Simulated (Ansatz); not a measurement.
Cartesian coordinates in Å:
```
O -1.577 0.258 -0.729
W 0.015 -0.148 0.152
O 0.981 -0.217 -1.441
O 0.425 1.651 0.425
F -0.062 -2.014 -0.026
F 1.441 -0.463 1.331
F -1.088 -0.389 1.651
H -2.435 0.352 -0.306
H 1.117 -1.006 -1.972
H 1.184 1.976 0.915
```

The species carries charge 0 and has multiplicity 1. W takes the def2 core potential.

Task: List the ωB97M-V/def2-TZVPP orbital energies in eV (Ansatz 0.2.0). (Best estimate.)

Result: The calculation gave: Occupied: -677.31, -677.31, -677.31, -527.36, -527.36, -527.36, -89.40, -52.25, -52.19, -52.19, -35.35, -35.16, -35.16, -31.42, -31.32, -31.32, -18.74, -18.74, -18.40, -16.54, -16.54, -16.49, -15.63, -15.47, -15.46, -14.31, -14.31, -13.95, -13.51, -13.51, -13.40, -12.75, -12.75, -12.59. Lowest empty: -0.86, -0.68, -0.68, 1.65, 2.54, 2.54, 4.27, 4.27.
